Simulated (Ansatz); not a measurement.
Geometry optimisation, RKS B3LYP-D4/def2-mTZVP in Ansatz.

Input file:

```yaml
crystal:
  periodic: [false, false, false]
  atoms:
    - { symbol: B, position_ang: [-1.5615, -0.1221, 0.1695] }
    - { symbol: C, position_ang: [-0.3827, 0.4769, 0.9773] }
    - { symbol: C, position_ang: [0.8426, -0.101, 0.3171] }
    - { symbol: C, position_ang: [0.6374, -0.4569, -1.1233] }
    - { symbol: S, position_ang: [-1.0604, -1.2876, -1.1839] }
    - { symbol: H, position_ang: [-2.4266, 0.7304, -0.1639] }
    - { symbol: H, position_ang: [-0.341, 1.591, 0.9157] }
    - { symbol: H, position_ang: [-0.4136, 0.1888, 2.0359] }
    - { symbol: H, position_ang: [1.1825, -1.0064, 0.9191] }
    - { symbol: H, position_ang: [1.7168, 0.6259, 0.4006] }
    - { symbol: H, position_ang: [-1.77417, -1.09024, 0.79109] }
    - { symbol: H, position_ang: [1.3586, -1.1448, -1.5041] }
basis:
  gaussian: { orbitals: def2-mTZVP }
hamiltonian:
  xc: b3lyp
  dispersion: d4
relax:
  f_tol: 0.02
  max_steps: 50
```

Launched with:

```bash
$ ansatz run input.yaml --threads 2 --pin off --max-ram 3072MiB --backend cpu --events-out ev --progress --plain --runs-dir out
```

Question: Where does it end, and by what steps?

Answer: The run converged. After 9 steps the energy has fallen by 2.826 eV; S5 moved furthest, 0.61 Å.

```csv
step,energy less start (eV),largest force component (eV/Å),accepted
0,0.0000,4.314,yes
1,-1.7963,4.151,yes
2,-2.6288,2.086,yes
3,-2.7813,0.402,yes
4,-2.4087,2.716,no
5,-2.8174,0.203,yes
6,-2.8230,0.065,yes
7,-2.8253,0.047,yes
8,-2.8260,0.027,yes
9,-2.8261,0.016,yes
```

```xyz
12
Properties=species:S:1:pos:R:3
B -1.669 -0.198 0.340
C -0.353 0.547 0.912
C 0.900 -0.187 0.410
C 0.646 -0.665 -0.974
S -0.903 -0.782 -1.484
H -2.640 0.465 0.102
H -0.304 1.587 0.573
H -0.357 0.575 2.005
H 1.091 -1.090 1.013
H 1.830 0.390 0.448
H -1.923 -1.273 0.836
H 1.458 -0.967 -1.629
```

Time of the run: 45 s on 2 threads of Arm Neoverse V1, on a shared host, peak memory 0.27 GiB.
